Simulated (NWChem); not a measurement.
# SiH₃O₃F; SMILES O[Si](O)(O)F

```xyz
8

O      0.5819    -1.5223     0.2819
Si     0.0002    -0.0113     0.0545
O     -1.5330     0.0924     0.6131
O      0.9523     1.0796     0.8140
F     -0.0007     0.3135    -1.5324
H      0.0984    -2.2497    -0.1193
H     -1.9797     0.9395     0.5311
H      1.8806     1.1075     0.5667
```
Atoms are numbered in this order, from 1.

All runs: NWChem. Geometry optimised at PBE0/def2-SVP; all other runs use it. 

```json
[
 {"quantity": "solvation free energy (kcal/mol) in n-hexane", "level": "PBE0/def2-SVP, SMD", "value": "-4.4"},
 {"quantity": "anisotropy (bohr³), static", "level": "B3LYP/def2-SVPD", "value": "4.0"},
 {"quantity": "−ε(HOMO) (eV)", "level": "PBE/def2-SVP", "value": "(withheld)"},
 {"quantity": "vertical, lowest state with f > 0.02, singlet (eV)", "level": "B3LYP/def2-SVPD, TDA", "value": "(withheld)"},
 {"quantity": "dipole (D)", "level": "PBE0/def2-SVP", "value": "0.47"},
 {"quantity": "highest harmonic frequency (cm⁻¹)", "level": "PBE0/def2-SVP", "value": "(withheld)"}
]
```

### Question
What belongs in the gaps?

### Answer

- −ε(HOMO) (eV), value: 7.48
- vertical, lowest state with f > 0.02, singlet (eV), value: 8.31
- highest harmonic frequency (cm⁻¹), value: 3949
